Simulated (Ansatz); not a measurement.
Cost and result up the ladder for the cluster Rb₆ (6 atoms). Charge 0, multiplicity 1. Geometry: PBE0/def2-SVP.

Cartesian coordinates in Å:
```
Rb -3.3564 1.8101 -2.1317
Rb 2.8123 -3.3729 -0.0887
Rb -0.1238 -1.5036 -3.4363
Rb 2.7785 0.6042 2.8226
Rb -0.8159 3.5668 1.7123
Rb -1.2947 -1.1046 1.1218
```

Ansatz on 2 threads of Intel Xeon Platinum 8259CL on a shared host. Times are rough, and most runs start from the orbitals of an earlier one. No level here is sound enough to serve as a yardstick. Binding counts from free atoms at the same level (Rb doublet; other spins of the atoms weren't run), without zero-point energy or a counterpoise term.

In the def2 sets Rb takes a core potential; there is no spin–orbit coupling. HSE06 is defined as in plane-wave codes, on full-range PBE exchange. Correlated methods freeze no core orbitals; core or outer-core shells of Rb are correlated, in sets that lack core-valence functions. The rows differ in basis, and correlated rows in double-zeta sets carry the largest basis error. The structure comes from a short search, and lower isomers may exist.

Run but left out: BHLYP/def2-TZVP (restricted singlet, unstable in another Hartree–Fock run and untested here).

Correlated methods converge slowly with the basis, most of all in double-zeta sets.

| level | functions | binding energy per atom (eV) | remarks |
| --- | --- | --- | --- |
| r2SCAN/def2-TZVP | 198 | 0.33 | restricted SCF unstable in HF |
| PBE/def2-TZVP (with forces) | 198 | 0.42 | restricted SCF unstable in HF |
| CCSD(T)/def2-SVP | 144 | 0.32 | restricted SCF unstable |
| HSE06/def2-TZVP | 198 | 0.39 | restricted SCF unstable in HF |
| PBE0/def2-TZVP | 198 | 0.38 | restricted SCF unstable in HF |

Estimate how long each takes.

HSE06/def2-TZVP 13 s; PBE/def2-TZVP (with forces) 14 s; PBE0/def2-TZVP 15 s; r2SCAN/def2-TZVP 18 s; CCSD(T)/def2-SVP 2.3 min. On shared hardware such times vary by a factor of up to 3.
